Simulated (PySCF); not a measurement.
## How methods differ on the excitation energy of F

F [He] 2s2 2p5 (2P) → F [He] 2s1 2p6 (2S), as a difference of total energies. Computed with PySCF 2.14 in aug-cc-pwCVTZ, with the non-relativistic Hamiltonian (point nucleus). Correlated levels: valence and next inner shell: nothing frozen. The calculations carry no spin-orbit coupling.

```csv
method,excitation energy (eV)
UHF,23.895
MP2 (valence and next inner shell),21.829
SCS-MP2 (valence and next inner shell),21.749
CCSD (valence and next inner shell),21.033
CCSD(T) (valence and next inner shell),19.792
```

Task: How much does correlation contribute at CCSD(T) (valence and next inner shell)?

Result: 19.792 − (23.895) = -4.103 eV, measured against UHF.

A first-order spin-orbit estimate (lowest level to lowest level, LS coupling) adds 0.017 eV.

The upper state lies above the first ionisation limit, where it may autoionise and the basis confines it.

The coupled-cluster amplitudes are large for the upper state (T1 above 0.03 or a double amplitude above 0.15), so a single reference is strained.
